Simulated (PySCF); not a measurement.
# Electron correlation in Zn⁺ (zinc, charge +1)

[Ar] 3d10 4s1, 2S determinant. Computed with PySCF 2.14 in aug-cc-pwCVTZ-PP with ECP10MDF (8s8p7d4f3g, 122 functions), with a scalar-relativistic core potential. Frozen: 3s2 3p6; 11 electrons correlated.

MP2 pair energies summed by pair of shells (mhartree):

| pair | energy | share (%) |
| --- | --- | --- |
| 3d-3d | -486.41 | 93.8 |
| 3d-4s | -32.01 | 6.2 |

Total MP2 correlation energy: -518.42 mhartree.

Same-spin part -186.74 and opposite-spin part -331.68 mhartree; SCS-MP2 scales them by 1/3 and 6/5 to -460.26 mhartree.
